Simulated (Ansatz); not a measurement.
Sn4Cl4. Charge 0, multiplicity 1. Geometry PBE0-D4/def2-SVP; atoms count from 1.

```xyz
8

Sn    0.902   -0.553   -1.771
Sn    0.982   -0.013    1.335
Sn   -0.484   -2.861   -0.469
Sn    0.063    2.226   -0.959
Cl   -0.876   -1.969    1.884
Cl   -1.763   -0.990   -1.707
Cl    2.216    2.510    0.324
Cl   -1.040    1.650    1.363
```

In the def2 sets Sn takes a core potential; there is no spin–orbit coupling. The restricted singlet is unstable towards broken spin symmetry in Hartree–Fock (as tested in another run); at PBE0-D4/def2-TZVP this wasn't settled. The structure comes from a short search, and lower isomers may exist.

(1) Estimate the Mulliken populations from the PBE0/def2-TZVP orbitals of Ansatz.

(2) And the Mayer bond orders between heavy atoms (over 0.3)?

## Answers

(1) 
```
atom  charge (e)
 Sn1        0.02
 Sn2        0.43
 Sn3        0.45
 Sn4        0.45
 Cl5       -0.34
 Cl6       -0.32
 Cl7       -0.38
 Cl8       -0.31
```
Mulliken values depend strongly on the basis.

(2) Sn1–Sn2 0.64 (3.15 Å); Sn1–Sn3 0.68 (2.99 Å); Sn1–Sn4 0.66 (3.01 Å); Sn1–Cl6 0.48 (2.70 Å); Sn2–Cl5 0.41 (2.75 Å); Sn2–Cl8 0.56 (2.62 Å); Sn3–Cl5 0.65 (2.55 Å); Sn3–Cl6 0.60 (2.58 Å); Sn4–Cl7 0.71 (2.52 Å); Sn4–Cl8 0.53 (2.63 Å).
